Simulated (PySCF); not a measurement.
GaH5N2, SMILES [NH2][GaH][NH2]. Atoms are numbered in the order given.

```xyz
8

Ga     0.0000     0.0000    -0.3350
H      0.0000     0.0000    -1.8921
N      0.0000     1.5534     0.6172
H      0.0000     2.4717     0.1890
H      0.0000     1.6126     1.6292
N      0.0000    -1.5534     0.6172
H      0.0000    -1.6126     1.6292
H      0.0000    -2.4717     0.1890
```
Charge 0, spin multiplicity 1.

Geometry: B3LYP-D3(BJ)/def2-SVP. Other conformers were not sampled.

The numbers are results of IEF-PCM-PBE0/def2-SVP (PySCF), not measurements.

The values are the electrostatic part of the solvation free energy, E(continuum) − E(gas) at the gas-phase geometry, in a cavity of scaled van der Waals radii (PySCF's table); cavitation and dispersion terms are not included. A continuum can't describe solvent molecules that bind to the metal. In vacuum the orbital gap is 6.98 eV. The dipole moment in vacuum is 1.02 D.

Task: Estimate the values in water (ε = 78.36), chlorobenzene (ε = 5.70), 1-octanol (ε = 9.86). (An estimate is asked for; the answer gives what the named calculation found.)

Result: 
```
solvent            ε  ΔG(elec) (kcal/mol)  dipole (D)  gap (eV)
-------------  -----  -------------------  ----------  --------
water          78.36                 -4.3        1.28      6.99
chlorobenzene   5.70                 -3.2        1.21      6.99
1-octanol       9.86                 -3.7        1.24      6.99
```
